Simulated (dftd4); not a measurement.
Cl₃NbO, charge -1, doublet, geometry from GFN2-xTB (such geometries of metal compounds can be far from the true shape) (the multiplicity is a formal guess); D4 for pbe0 (dftd4 4.2.0).

The dftd4 input:
```
$ dftd4 mol.xyz --func pbe0 --charge -1 --json dftd4.json --noedisp --property

# file mol.xyz
5

Nb     0.26374544    -0.31008028    -0.17162870
O      1.77939030    -0.64239807    -0.83029859
Cl     0.65892793     1.21837753     1.63717132
Cl    -0.76825073     1.60379965    -1.16911086
Cl    -1.36412926    -1.77203155     0.33659633
```

### Question
Predict the main parts of the log of this dftd4 run.

### Answer

```
                    ____  _____ _____     ____  _  _
      -------------|  _ \|  ___|_   _|---|  _ \| || |------------
     |             | | | | |_    | | ___ | | | | || |_           |
     |             | |_| |  _|   | ||___|| |_| |__   _|          |
     |             |____/|_|     |_|     |____/   |_|            |
     |             ===================================           |
     |            E. Caldeweyher, S. Ehlert & S. Grimme          |
     |          Mulliken Center for Theoretical Chemistry        |
     |                    University of Bonn                     |
      -----------------------------------------------------------

Rational (Becke-Johnson) damping: pbe0-D4-ATM
---------------------
  s6         1.0000
  s8         1.2007
  s9         1.0000
  a1         0.4009
  a2         5.0293
 alp        16.0000
--------------------

Atomic data, radii in Ångström:
------------------------------------------------------
   Z          R(cov)      r4/r2   hardness         EN
------------------------------------------------------
  41 Nb       1.7600     3.4858     0.2077     1.6000
   8 O        0.8400     1.3725     0.5869     3.4400
  17 Cl       1.3200     1.9735     0.4312     3.1600
------------------------------------------------------

Atomic reference systems (in atomic units):
----------------------------------------------------------------------------
   Z        #      CN     q+Z       C6(AA)   #      CN     q+Z       C6(AA)
----------------------------------------------------------------------------
  41 Nb     1  0.0000 13.0000    1522.2119   2  1.7514 13.4283     441.3284
            3  2.6187 13.5605     281.1207   4  4.0290 14.2460     141.0340
   8 O      1  0.0000  8.0000      15.5711   2  0.8042  7.6453      20.8489
            3  1.6112  7.4012      24.8631   4  0.9798  8.0000      14.9880
  17 Cl     1  0.0000 17.0000      92.6806   2  0.8444 16.8495     101.8771
----------------------------------------------------------------------------

Atomic properties (in atomic units):
----------------------------------------------------------------------------
     #    Z              CN          q      C6(AA)        C8(AA)   alpha(0)
----------------------------------------------------------------------------
     1   41 Nb       3.0251     1.1693    251.4647    32733.2628    34.6422
     2    8 O        0.7344    -0.8719     33.8251      682.6099     7.8013
     3   17 Cl       0.7774    -0.4094    110.2424     4599.7045    16.0487
     4   17 Cl       0.7780    -0.4169    110.5004     4610.4682    16.0675
     5   17 Cl       0.7673    -0.4711    112.3775     4688.7908    16.2031
----------------------------------------------------------------------------

Molecular properties (in atomic units):
----------------------------------------
 molecular C6                2783.9751
 molecular C8              165548.7971
----------------------------------------

Dispersion energy:      -7.2275510623756E-03 Eh

[Info] JSON dump of results written to 'dftd4.json'
```
